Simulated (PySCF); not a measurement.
# Reading the logs of faulty runs: BGeH6N2

Calculated results; nothing here was measured. They come from PySCF 2.14.0, an open-source quantum chemistry program, on an isolated molecule that a program drew, which may never have been made. The molecule is BGeH6N2 (charge 0, doublet), drawn as the SMILES string `NB[NH][GeH2]`.

Each row is a Hartree-Fock (HF) and frozen-core CCSD(T) single point in the cc-pVDZ basis, meant for a local HF minimum. Run 1 is clean. Each other run has one planted mistake out of seven kinds, and not every kind appears here: one electron removed, one electron added, multiplicity raised by two, geometry at a saddle point, minimal basis STO-3G, one bond length entered in bohr, all coordinates scaled. The reference is restricted for singlets and unrestricted otherwise, and also for a bond in bohr. Adding or removing an electron swaps singlet and doublet. Electrons count all cores. HOMO and LUMO are orbital energies over both spins, the gradient is its largest component, and the lowest frequency (negative if imaginary) is given only where the gradient is small. Bond lengths are over the 9 bonds as drawn. T1 is the CCSD diagnostic: over 0.02 (restricted) or 0.045 (unrestricted) a single reference is doubtful. Germanium has the cc-pVDZ-PP basis, with a core potential (ECP10MDF) in place of its 10 inner electrons, and its 3s, 3p and 3d shells are frozen in CCSD(T).

Geometry of the clean run:
```xyz
10
BGeH6N2, angstrom
N    -3.2649   -0.9420   -0.5225
B    -2.7800   -0.7534    0.7861
N    -1.3894   -0.7576    1.1080
Ge   -0.6601   -0.6613    2.7966
H    -2.6822   -1.0889   -1.3199
H    -4.2380   -0.9144   -0.7366
H    -3.5805   -0.5755    1.6687
H    -0.7402   -0.9489    0.3670
H     0.7643   -0.0876    2.6567
H    -1.5435    0.2532    3.6595
```

```
run,electrons,basis functions,<S^2>,HOMO (eV),LUMO (eV),gradient (hartree/bohr),lowest frequency (cm^-1),mean bond (Å),longest bond (Å),T1,HF (hartree),CCSD(T) (hartree),mistake
1,57,95,0.755,-8.19,1.54,2.6e-05,105,1.3289,1.842,0.0156,-430.51865,-431.08603,no fault
2,57,95,0.767,-6.41,2.53,5.4e-05,-1108,1.3193,1.833,0.0148,-430.49369,-431.06385,geometry at a saddle point
3,57,95,0.754,-7.94,1.84,5.2e-02,-,1.2677,1.757,0.0139,-430.49512,-431.05296,all coordinates scaled
4,57,95,1.513,-8.43,1.45,2.6e-02,-,1.4281,1.896,0.0548,-430.38138,-430.94602,?
5,58,95,0.000,-0.12,8.51,6.8e-02,-,1.3289,1.842,0.0144,-430.49075,-431.08542,?
```

**Which mistake was planted in run 4, and what did it cost?**

The mean bond changes by a factor of 1.075 and the longest by 1.029, so the molecule wasn't scaled as a whole. A length L in bohr read as angstrom grows by (1/0.5292 - 1) L = 0.890 L. The 9 bonds together grew by 9 x 0.0992 = 0.893 Å, which gives L = 1.003 Å. That is the length of one of the H-N bonds, 1.004 Å in the clean geometry. So the mistake is: one bond length entered in bohr. Subtracting run 1 and multiplying by 627.51 kcal/mol a hartree, the energy moved by 86.1 kcal/mol in HF and 87.9 kcal/mol in CCSD(T).

**Which mistake was planted in run 5, and what did it cost?**

It counts 58 electrons, one more than the clean run, at the same geometry and basis. So the mistake is: one electron added. Subtracting run 1 and multiplying by 627.51 kcal/mol a hartree, the energy moved by 17.5 kcal/mol in HF and 0.4 kcal/mol in CCSD(T).

Cautions from the logs. Run 4: T1 is over the limit, so its CCSD(T) energy is less reliable; run 5: the added electron raises the CCSD(T) energy, so it isn't bound in this basis.
